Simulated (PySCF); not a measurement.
**Exercise with solution: chemical shift, span and skew from a shielding tensor**

CH₁₀OSi₄, SMILES [SiH2]1[Si@H]([SiH3])[SiH2]CO1. Atoms are numbered in the order given.

```xyz
16

Si     2.7219     0.3460     0.3237
Si     0.6039     0.7031    -0.5923
Si    -1.0182     1.0806     1.0655
C     -2.2993    -0.2616     0.5474
O     -1.6361    -1.4147     0.0720
Si    -0.4835    -1.3153    -1.1494
H      3.2592     1.5917     0.9526
H      3.6900    -0.1213    -0.7159
H      2.5938    -0.7104     1.3743
H      0.5904     1.7231    -1.6864
H     -0.4661     0.7578     2.4178
H     -1.6252     2.4469     1.0937
H     -2.9866     0.1561    -0.2146
H     -2.9243    -0.5557     1.4064
H     -1.1272    -1.2531    -2.5007
H      0.3443    -2.5497    -1.0547
```

Geometry optimised at PBE0-D3(BJ)/def2-SVP. The structure was generated by enumeration; whether it is a known compound was not checked. One conformer was computed; it need not be the lowest.

GIAO shieldings from PBE/pcSseg-1 in PySCF, non-relativistic, no solvent. The symmetric part of the tensor of Si6 has the principal values 237.5, 315.7, 460.2 ppm. The same nucleus in TMS has σ = 335.4 ppm at this level (PySCF, at its B3LYP-D3(BJ)/def2-TZVP geometry).

**Question.** Work out the isotropic shielding, the ²⁹Si shift against TMS, the span and the skew.

**Answer.** 
σ(iso) = (σ11 + σ22 + σ33)/3 = 337.8 ppm. δ = σ(ref) − σ(iso) = 335.4 − (337.8) = -2.4 ppm.
Span Ω = σ33 − σ11 = 222.7 ppm. Skew κ = 3(σ(iso) − σ22)/Ω = 0.30. Tumbling in solution averages the tensor to δ; in a static solid the shielding alone would spread this spin-1/2 line over Ω.
